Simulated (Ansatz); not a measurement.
# Relative stability

The two ends of one reaction step of GaHBrCl$_{3}$, closed shell (PBE0-D4/def2-TZVP).

A:

```csv
atom,x (Å),y (Å),z (Å)
Ga1,-0.2045,-0.7465,0.2144
Cl2,-0.3092,1.7163,-0.8051
Cl3,-0.5236,-1.8354,-1.5848
Cl4,-1.8019,-0.5682,1.6076
H5,0.8975,1.9037,-0.3962
Br6,1.9418,-0.4699,0.9641
```

B:

```xyz
6
angstrom
Ga -0.7554 -0.3105 -0.1793
Cl -0.8182 1.6702 -0.9905
Cl -0.4428 -1.9420 -1.5096
Cl -1.7208 -0.6752 1.6821
H 1.8781 1.2930 0.2387
Br 1.8590 -0.0356 0.7585
```

Ansatz 0.2.0; basis: def2-TZVPP; cores frozen in the correlated methods. Filled d shells of the heavier atoms are correlated. The def2 sets are not built for correlating such inner shells, so the correlated values are less sure here. B3LYP uses VWN-RPA correlation.

Question: Which structure is lower at CCSD(T), and by how much? (Judge from chemistry; the value comes from the calculation.)

Answer: The calculation gives: A, by 10.2 kJ/mol (electronic energy, against the other). By their contacts, A is GaHBrCl₃ ([Cl][Ga]([Cl])([ClH])[Br]) and B is GaHBrCl₃ ([Cl][Ga]([Cl])([Cl])[BrH]).

All methods give the same order:

```
      method  E(B) − E(A) (kJ/mol)
       SPW92                  11.0
      PBE-D4                  10.7
     BLYP-D4                  10.1
   r2SCAN-D4                  10.1
      B97M-V                   7.1
     PBE0-D4                  11.2
    B3LYP-D4                  10.5
  r2SCAN0-D4                  11.0
    BHLYP-D4                  11.0
CAM-B3LYP-D4                  10.0
     wB97X-V                   9.9
     wB97M-V                  11.0
      B2PLYP                  10.8
    PBE-QIDH                  11.4
  RPA on PBE                   9.0
          HF                  11.2
         MP2                  11.2
        CCSD                  10.0
     CCSD(T)                  10.2
```

No T1 diagnostic of these runs exceeds 0.010.

Labels in which every atom is bracketed show which atoms are joined, not bond orders.

For scale, one of the runs: CCSD(T)/def2-TZVPP, 236 basis functions, launched by `ansatz run in.yaml --threads 8 --pin off --events-out ev --progress --plain --max-ram 19148MiB`. Hardware: 8 CPU threads of an Intel Xeon 6975P-C, shared host. Wall time 31 s; peak host memory 4.5 GiB.
